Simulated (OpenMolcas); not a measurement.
**Al II: effect of the basis set**

| Property | Result |
| --- | --- |
| Program | OpenMolcas 26.06 |
| Method | SS-RASPT2, IPEA 0.25 Eh, imaginary shift 0.1 Eh (closed shells correlated: 2s 2p) |
| Active space | 2 electrons in 9 orbitals (RAS2 3s 3p; RAS3 3d, at most 2 electrons) |
| State averaging | 2S+1 = 3 even, 3 roots; 2S+1 = 1 even, 7 roots; 2S+1 = 3 odd, 3 roots; 2S+1 = 1 odd, 3 roots |
| Spin-orbit coupling | state interaction with AMFI integrals over the reference wave functions, term energies averaged over their components |

A. ANO-RCC-VTZP [5s4p2d1f], DKH2, point nucleus; CASPT2 step of the order of 4 core-seconds
B. ANO-R2 [5s5p3d1f], X2C, finite nucleus; CASPT2 step about 6 core-seconds
C. ANO-RCC-VQZP [6s5p3d2f1g], DKH2, point nucleus; CASPT2 step of the order of 5 core-seconds
D. ANO-RCC [9s9p5d3f2g], DKH2, point nucleus; CASPT2 step of the order of 16 core-seconds

Energies in cm-1 above 3s2 1S0, the measured ground level; measured values from NIST Handbook of Basic Atomic Spectroscopic Data.

```tsv
Level	A	B	C	D	Measured
3s2 1S0	0.0	0.0	0.0	0.0	0.0
3s 3p 3P* 0	36735	36851	36965	37136	37393
3s 3p 3P* 1	36785	36902	37016	37186	37454
3s 3p 3P* 2	36887	37006	37118	37286	37578
3s 3p 1P* 1	59743	59691	59718	59735	59852
```

Deviations, from unrounded energies. A percentage is the sum of absolute deviations over the sum of measured energies, with the sign that they share, or ± where signs differ.

```
           Against measurement  Levels     A     B     C     D
mean absolute deviation (cm-1)       4   530   460   360   230
      other configurations (%)       4  -1.2  -1.1  -0.8  -0.5
```

D lies closest to measurement on these levels and A furthest from it. The largest miss of D in the table is 3s 3p 3P* 2, by -290 cm-1. The ranking rests on the paired levels alone, and a cruder setting can come out closer through cancelling errors.

Among A to D the level of the table that moves most is 3s 3p 3P* 0, by 400 cm-1 (lowest in A, highest in D).

Active for correlation alone: 3d; no level in the range computed is led by a configuration that fills it, so any true level of that kind is missing. Computed and measured levels are paired by configuration, term and J; levels that our copy of the source lacks, or whose pairing is in doubt (as where it misses far off the trend of its configuration), stay unpaired and out of the deviations. Only configurations of the active space appear. The table leaves out levels that lie high or whose names do not pair safely across all columns.

* marks odd parity.
